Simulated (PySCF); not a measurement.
**B (boron, neutral) across methods**

[He] 2s2 3s1, 2S determinant (an excited configuration). All numbers are calculated (PySCF 2.14, the non-relativistic Hamiltonian (point nucleus), in aug-cc-pwCVQZ).

```json
{"method": "TPSSh", "E (hartree)": "-24.4662", "mean ε 2s α (eV)": "-15.325", "mean ε 2s β (eV)": "-15.208", "mean ε 3s α (eV)": "-2.066", "Σ⟨r²⟩ (bohr²)": "48.80", "⟨S²⟩": "0.750"}
{"method": "M06", "E (hartree)": "-24.4521", "mean ε 2s α (eV)": "-15.776", "mean ε 2s β (eV)": "-15.603", "mean ε 3s α (eV)": "-2.009", "Σ⟨r²⟩ (bohr²)": "48.02", "⟨S²⟩": "0.751"}
{"method": "r2SCAN", "E (hartree)": "-24.4349", "mean ε 2s α (eV)": "-14.809", "mean ε 2s β (eV)": "-14.736", "mean ε 3s α (eV)": "-1.911", "Σ⟨r²⟩ (bohr²)": "48.26", "⟨S²⟩": "0.750"}
{"method": "M06-L", "E (hartree)": "-24.4501", "mean ε 2s α (eV)": "-14.763", "mean ε 2s β (eV)": "-14.823", "mean ε 3s α (eV)": "-1.949", "Σ⟨r²⟩ (bohr²)": "50.82", "⟨S²⟩": "0.751"}
{"method": "UHF", "E (hartree)": "-24.34908", "mean ε 2s α (eV)": "-18.967", "mean ε 2s β (eV)": "-18.671", "mean ε 3s α (eV)": "-3.039", "Σ⟨r²⟩ (bohr²)": "48.55", "⟨S²⟩": "0.750"}
{"method": "LDA", "E (hartree)": "-24.1618", "mean ε 2s α (eV)": "-14.437", "mean ε 2s β (eV)": "-14.310", "mean ε 3s α (eV)": "-1.889", "Σ⟨r²⟩ (bohr²)": "47.11", "⟨S²⟩": "0.750"}
{"method": "PBE", "E (hartree)": "-24.4178", "mean ε 2s α (eV)": "-14.564", "mean ε 2s β (eV)": "-14.445", "mean ε 3s α (eV)": "-1.969", "Σ⟨r²⟩ (bohr²)": "48.00", "⟨S²⟩": "0.750"}
```

Estimate the same row for PBE0.

E (hartree) = -24.4251; mean ε 2s α (eV) = -15.874; mean ε 2s β (eV) = -15.727; mean ε 3s α (eV) = -2.317; Σ⟨r²⟩ (bohr²) = 48.09; ⟨S²⟩ = 0.750.

The outer electron is Rydberg-like, and this basis confines it to a smaller radius and binds it less than a complete one would.
